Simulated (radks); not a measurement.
Values are calculated unless marked as measured or tabulated.
All-electron atom: the germanium ion Ge4+ in [Ar] 3d10 (the NIST ground configuration).

Level of theory: scalar-relativistic Kohn-Sham, PBE, spin-polarised, spherical densities, finite nucleus; Fermi nuclear charge, rms radius 4.0742 fm (a radial shooting solver on a logarithmic mesh with Libxc functionals).

Energy parts (hartree):
| part | energy |
|---|---|
| total | -2094.99784 |
| kinetic | 2133.01687 |
| electron-nucleus | -4998.27697 |
| Hartree | 848.59447 |
| exchange-correlation | -78.33220 |

Orbitals (lengths in bohr, moments of r in powers of bohr; r(max) is where P^2 peaks):
orbital  occ.  eigenvalue (hartree)   <1/r>       <r^4>   r(max)
1s          2             -404.6576   32.38  0.00002275  0.03073
2s          2             -52.22127   7.107    0.004691   0.1760
2p          6             -45.86474   6.968    0.003440   0.1412
3s          2              -7.99836   2.284      0.3234   0.5425
3p          6              -6.05407   2.132      0.4139   0.5432
3d         10              -2.86776   1.805      0.9493   0.5030
4s          0              -1.92186  0.7494       18.18    1.575
4p          0              -1.50427  0.6546       30.58    1.778

The highest occupied level is 3d at -78.036 eV. The density falls to 0.001 e/bohr^3 at r = 2.36 bohr.
